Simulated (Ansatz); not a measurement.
Pulling on the Be1–H2 bond in BeH2O (SMILES [BeH][OH]) (multiplicity 1 held, fragments rigid). Energies count from the point at 1.328 Å.
Geometry at that point (charge 0, multiplicity 1):
| atom | x (Å) | y (Å) | z (Å) |
|---|---|---|---|
| Be | -0.7841 | -0.3530 | 0.0298 |
| H | -1.9953 | -0.8949 | 0.0798 |
| O | 0.5111 | 0.1852 | -0.0736 |
| H | 1.0425 | 0.8250 | 0.3897 |

Signs of static correlation in aug-cc-pVDZ, with CASSCF(2,2), from Ansatz (a program for electronic structure) runs.

| R (Å) | T1 of restricted CCSD | ⟨S²⟩ of UHF | largest double amplitude of restricted CCSD | weight of the CASSCF reference in MRCISD | CASSCF natural occupations |
|---|---|---|---|---|---|
| 1.062 | 0.015 | 0.000 | 0.025 | 0.933 | 1.99 0.01 |
| 1.195 | 0.015 | 0.000 | 0.023 | 0.932 | 1.98 0.02 |
| 1.328 | 0.015 | 0.000 | 0.024 | 0.933 | 1.98 0.02 |
| 1.461 | 0.015 | 0.000 | 0.025 | 0.933 | 1.97 0.03 |
| 1.593 | 0.015 | 0.000 | 0.029 | 0.933 | 1.96 0.04 |
| 1.793 | 0.016 | 0.000 | 0.035 | 0.934 | 1.95 0.05 |
| 1.992 | 0.017 | 0.000 | 0.067 | 0.934 | 1.92 0.08 |
| 2.324 | … | 0.467 | 0.095 | 0.935 | 1.85 0.15 |
| 2.656 | 0.032 | 0.759 | 0.175 | 0.936 | 1.74 0.26 |
| 3.054 | 0.050 | 0.908 | … | 0.937 | 1.56 0.44 |
| 3.585 | 0.079 | 0.976 | 0.633 | 0.938 | 1.33 0.67 |
| 4.249 | 0.107 | 0.997 | 0.866 | 0.938 | 1.15 0.85 |

**Question.** Some entries are withheld; supply them.

**Answer.** 
- 2.324, T1 of restricted CCSD: 0.022
- 3.054, largest double amplitude of restricted CCSD: 0.389

Doubts at one or more of the structures used: a restricted determinant that unrestricted orbitals would lower (R-CCSD(T)/aug-cc-pVDZ); other coupled-cluster roots lie near (R-CCSD(T)/aug-cc-pVDZ); T1 above 0.05 (R-CCSD(T)/aug-cc-pVDZ, U-CCSD(T)/aug-cc-pVDZ); a spin-contaminated determinant (U-CCSD(T)/aug-cc-pVDZ); the program's own flag: other amplitudes (U-CCSD(T)/aug-cc-pVDZ).
